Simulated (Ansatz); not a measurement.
K2H2S2⁺, that is (KSH)2 ring with one electron fewer. Total charge 1; doublet. Geometry PBE0-D4/def2-SVP, that of the neutral singlet; atoms count from 1.

```
atom   x (Å)   y (Å)   z (Å)
  K1   0.299   0.290   1.999
  S2   2.136  -0.884  -0.097
  K3   0.168   0.409  -1.993
  S4  -1.635   1.635   0.103
  H5   1.637  -2.141  -0.118
  H6  -2.605   0.692   0.106
```

(1) Estimate the Mulliken populations from the PBE0/def2-TZVP orbitals of Ansatz.

(2) Where does the spin sit?

Answers

(1) 
```
atom  charge (e)  spin (α − β)
  K1        0.78         -0.02
  S2       -0.47          0.53
  K3        0.78         -0.02
  S4       -0.47          0.53
  H5        0.19         -0.01
  H6        0.19         -0.01
```
Mulliken values and Mayer orders depend strongly on the basis.

(2) Summed by element: K -0.04, S 1.07, H -0.03, of 1 unpaired in all. Largest on single atoms: S2 0.53, S4 0.53, K1 -0.02.
